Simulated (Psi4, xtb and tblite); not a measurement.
Two geometries of SMILES CS[SiH2][SiH2][GeH3] (CH10GeSSi2), singlet, relaxed at GFN2-xTB with one dihedral held; other torsions can differ between them too.

Structure A

```
15

C     -2.4377    -2.3036    -0.0525
S     -2.2885    -0.7457     0.8722
Si    -0.5352     0.0919    -0.0619
Si     1.4287    -1.0099     0.5259
Ge     1.2308    -3.2938     1.0284
H     -3.3453    -2.7874     0.2928
H     -1.5805    -2.9429     0.1517
H     -2.5126    -2.0931    -1.1152
H     -0.6210     1.4770     0.3819
H     -0.8348     0.0502    -1.4975
H      2.3885    -0.8753    -0.5789
H      2.0549    -0.3589     1.6836
H      0.2032    -3.6371     2.0676
H      2.4750    -3.9580     1.5400
H      0.8355    -4.1633    -0.1348
```

Structure B

```
15

C      3.5601     0.2527     0.0418
S      2.2260    -0.7627     0.7404
Si     0.5136     0.2291    -0.0995
Si    -1.3536    -0.9062     0.6575
Ge    -2.7530     0.5085     1.8866
H      4.4945    -0.1598     0.4075
H      3.5280     0.1999    -1.0421
H      3.4498     1.2796     0.3761
H      0.6328     1.6318     0.3183
H      0.7396     0.2367    -1.5489
H     -1.0316    -2.0820     1.4702
H     -2.1197    -1.3994    -0.4947
H     -3.0448     1.8195     1.2129
H     -4.1241    -0.0178     2.1923
H     -2.2448     0.9360     3.2313
```

**Question.** Which is lower in energy at the level B3LYP-D3(BJ)/def2-TZVP // GFN2-xTB run with Psi4, and by how much?

**Answer.** A is lower, by 4.85 kJ/mol (dihedral S2–Si3–Si4–Ge5: 30° in A, 120° in B).

E(B) − E(A) in kJ/mol at the other levels, on the same two geometries: GFN2-xTB (xtb and tblite) 0.37; B3LYP/def2-TZVP // GFN2-xTB (Psi4) -0.57.
